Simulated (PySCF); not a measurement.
PySCF input (M06-2X/def2-TZVPD):

```python
from pyscf import gto, scf, dft

mol = gto.M(
    atom='''
    Si    0.15048973    0.05647721    0.00054256
    O    -0.12839536    1.58068075   -0.01961932
    O     1.40525273   -0.83930368    0.02113934
    O    -1.29020102   -0.81922526   -0.00071148
    H    -2.00010701   -0.16789537   -0.01406420
    ''',
    basis='def2-tzvpd',
    charge=-1,
    spin=0,
    verbose=4,
)

mf = dft.RKS(mol, xc='m062x').density_fit(auxbasis='def2-universal-jkfit')
mf.grids.level = 4
mf.conv_tol = 1e-9
mf.max_cycle = 100
mf.max_memory = 1500
mf.kernel()
if not mf.converged:
    mf = mf.newton()
    mf.kernel(mf.make_rdm1())
mf.analyze()
```

End of the output:

```
Extra cycle  E= -515.95908793816  delta_E= -1.02e-12  |g|= 8.17e-06  |ddm|= 1.14e-05
converged SCF energy = -515.95908793816
**** SCF Summaries ****
Total Energy =                        -515.959087938160224
Nuclear Repulsion Energy =             159.617083343417420
One-electron Energy =                -1040.287718161751400
Two-electron Energy =                  364.711546880173728
Two-electron Coulomb Energy =          412.045353159451793
DFT Exchange-Correlation Energy =      -47.333806279278086
HOMO-LUMO gap [eV] =                     7.376014651212246
**** MO energy ****
MO #1   energy= -66.8243804900893  occ= 2
MO #2   energy= -19.4619615538428  occ= 2
MO #3   energy= -19.3705030320942  occ= 2
MO #4   energy= -19.3678371325731  occ= 2
MO #5   energy= -5.36072942341414  occ= 2
MO #6   energy= -3.67607975692821  occ= 2
MO #7   energy= -3.67118532011364  occ= 2
MO #8   energy= -3.66839178301338  occ= 2
MO #9   energy= -0.956224224881645 occ= 2
MO #10  energy= -0.831570671014419 occ= 2
MO #11  energy= -0.808733670892678 occ= 2
MO #12  energy= -0.423267565575287 occ= 2
MO #13  energy= -0.322339442109886 occ= 2
MO #14  energy= -0.267583661930738 occ= 2
MO #15  energy= -0.253789722426562 occ= 2
MO #16  energy= -0.20908307607607  occ= 2
MO #17  energy= -0.184668856984102 occ= 2
MO #18  energy= -0.17303141777931  occ= 2
MO #19  energy= -0.151912063499427 occ= 2
MO #20  energy= -0.143685955286993 occ= 2
MO #21  energy= 0.127377585753915  occ= 0
MO #22  energy= 0.165466127197978  occ= 0
MO #23  energy= 0.172866833428203  occ= 0
MO #24  energy= 0.192121050805397  occ= 0
MO #25  energy= 0.202563967630838  occ= 0
MO #26  energy= 0.212212522191939  occ= 0
MO #27  energy= 0.218064246792701  occ= 0
MO #28  energy= 0.244558182615504  occ= 0
MO #29  energy= 0.249845039730442  occ= 0
MO #30  energy= 0.261833791048256  occ= 0
MO #31  energy= 0.267874617217649  occ= 0
MO #32  energy= 0.275612923110086  occ= 0
MO #33  energy= 0.283714775719306  occ= 0
MO #34  energy= 0.316594627941717  occ= 0
MO #35  energy= 0.326066940506044  occ= 0
MO #36  energy= 0.334409572976494  occ= 0
MO #37  energy= 0.360616587473188  occ= 0
MO #38  energy= 0.373754319546743  occ= 0
MO #39  energy= 0.398355862260321  occ= 0
MO #40  energy= 0.409590475319327  occ= 0
MO #41  energy= 0.428452083073308  occ= 0
MO #42  energy= 0.431270392955406  occ= 0
MO #43  energy= 0.446805272809756  occ= 0
MO #44  energy= 0.463965813611846  occ= 0
MO #45  energy= 0.478312308617686  occ= 0
MO #46  energy= 0.482591655573022  occ= 0
MO #47  energy= 0.49666323902581   occ= 0
MO #48  energy= 0.553448074245942  occ= 0
MO #49  energy= 0.580607710375627  occ= 0
MO #50  energy= 0.581616171534342  occ= 0
MO #51  energy= 0.5825813019422    occ= 0
MO #52  energy= 0.601406788785309  occ= 0
MO #53  energy= 0.627285334120086  occ= 0
MO #54  energy= 0.659537609747539  occ= 0
MO #55  energy= 0.686235243243628  occ= 0
MO #56  energy= 0.692150909753096  occ= 0
MO #57  energy= 0.69288960245514   occ= 0
MO #58  energy= 0.718215351320935  occ= 0
MO #59  energy= 0.721535631579008  occ= 0
MO #60  energy= 0.728787205310744  occ= 0
MO #61  energy= 0.751965702619971  occ= 0
MO #62  energy= 0.753799142554243  occ= 0
MO #63  energy= 0.781677390210974  occ= 0
MO #64  energy= 0.782353146446785  occ= 0
MO #65  energy= 0.806145129662737  occ= 0
MO #66  energy= 0.829169914236802  occ= 0
MO #67  energy= 0.859253999036484  occ= 0
MO #68  energy= 0.907125022385507  occ= 0
MO #69  energy= 0.942034612942485  occ= 0
MO #70  energy= 0.960185720384114  occ= 0
MO #71  energy= 0.980818974331332  occ= 0
MO #72  energy= 1.00356957399655   occ= 0
MO #73  energy= 1.04071782846807   occ= 0
MO #74  energy= 1.06850967899325   occ= 0
MO #75  energy= 1.0799837388543    occ= 0
MO #76  energy= 1.08349519207954   occ= 0
MO #77  energy= 1.0886268947168    occ= 0
MO #78  energy= 1.13614601636204   occ= 0
MO #79  energy= 1.1724558314899    occ= 0
MO #80  energy= 1.20636545984697   occ= 0
MO #81  energy= 1.24130121832572   occ= 0
MO #82  energy= 1.27108725614027   occ= 0
MO #83  energy= 1.29155459431248   occ= 0
MO #84  energy= 1.31611842702438   occ= 0
MO #85  energy= 1.36336118517318   occ= 0
MO #86  energy= 1.36664336708662   occ= 0
MO #87  energy= 1.39768122440426   occ= 0
MO #88  energy= 1.491629000881     occ= 0
MO #89  energy= 1.52035226531639   occ= 0
MO #90  energy= 1.52456479308297   occ= 0
MO #91  energy= 1.53427070970086   occ= 0
MO #92  energy= 1.5412973106078    occ= 0
MO #93  energy= 1.59908998789689   occ= 0
MO #94  energy= 1.70107495179374   occ= 0
MO #95  energy= 1.72361763504501   occ= 0
MO #96  energy= 1.80166101826371   occ= 0
MO #97  energy= 1.83356797584719   occ= 0
MO #98  energy= 1.99712375023901   occ= 0
MO #99  energy= 2.0354055964967    occ= 0
MO #100 energy= 2.06280926711417   occ= 0
MO #101 energy= 2.07849227885085   occ= 0
MO #102 energy= 2.09413000986298   occ= 0
MO #103 energy= 2.14295003921522   occ= 0
MO #104 energy= 2.19832343528055   occ= 0
MO #105 energy= 2.20659023115135   occ= 0
MO #106 energy= 2.28500088219607   occ= 0
MO #107 energy= 2.3326737769002    occ= 0
[...]
```

It need not be the lowest isomer of its formula. Whether it binds its extra electron was not tested at this geometry.
